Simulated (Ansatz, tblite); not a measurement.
Cost and result up the ladder for the cluster BeF₃⁻ (the lowest singlet isomer of a short search) (4 atoms). The state is a singlet with charge -1. Geometry: r2SCAN-D4/def2-TZVPD.

```csv
atom,x (Å),y (Å),z (Å)
Be1,0.000,0.000,0.000
F2,0.388,1.388,0.320
F3,-0.962,-0.265,-1.089
F4,0.573,-1.123,0.769
```

Ansatz on 4 threads of Arm Neoverse V1 on a shared host; xTB runs through tblite on one thread. Times are rough, summed over both states, and most runs start from the orbitals of an earlier one. B2PLYP/def2-TZVPD serves as the yardstick here, not as an exact answer. The other state is a triplet at its own geometry.

The xTB rows come from tblite. LC-ωPBE has ω = 0.4 bohr⁻¹. Correlated methods freeze 3 core orbitals. In CCSD on the charge -1 triplet the largest single amplitude is 0.27, so its Hartree–Fock determinant may place the open shell otherwise than the density functionals do. In the triplet, F2 and F3 lie 1.96 Å apart (atoms count from 1), so these atoms are partly bonded to each other. The structure comes from a short search, and lower isomers may exist.

Run but left out: HF/STO-3G, HF/def2-TZVPD, HF/def2-TZVPPD, MP2/def2-TZVPD, MP2/def2-TZVPPD (triplet: a determinant that CCSD turns far, T1 0.050).

Correlated methods converge slowly with the basis.

xTB has no spin-polarisation term.

| level | functions | wall time | triplet − singlet (eV) | difference from B2PLYP/def2-TZVPD (eV) | remarks |
| --- | --- | --- | --- | --- | --- |
| GFN2-xTB | 16 | 0.006 s | 8.16 | 1.15 | – |
| GFN1-xTB | 16 | 0.016 s | 6.55 | -0.46 | – |
| LDA (SPW92)/def2-TZVPD | 142 | 1.2 s | 6.52 | -0.50 | HOMO above zero (triplet) |
| revPBE-D4/def2-TZVPD | 142 | 2.1 s | 6.20 | -0.82 | HOMO above zero (triplet) |
| PBE0-D4/def2-TZVPD | 142 | 2.5 s | 6.61 | -0.40 | HOMO above zero (triplet) |
| PBE-D4/def2-TZVPD (with forces) | 142 | 3.2 s | 6.25 | -0.76 | HOMO above zero (triplet) |
| LC-ωPBE/def2-TZVPD | 142 | 3.6 s | 6.95 | -0.07 | – |
| r2SCAN-D4/def2-TZVPD | 142 | 3.7 s | 6.42 | -0.60 | HOMO above zero (triplet) |
| B2PLYP/def2-TZVPD | 142 | 3.8 s | 7.02 | 0.00 | – |
| RPA@PBE/def2-TZVPD | 142 | 4 s | 6.47 | -0.54 | – |
| ωB97M-V/def2-TZVPD | 142 | 7.6 s | 7.04 | 0.02 | – |
| CCSD(T)/def2-TZVPPD | 142 | 78 s | 7.23 | 0.22 | large T1 (0.050) (triplet) |
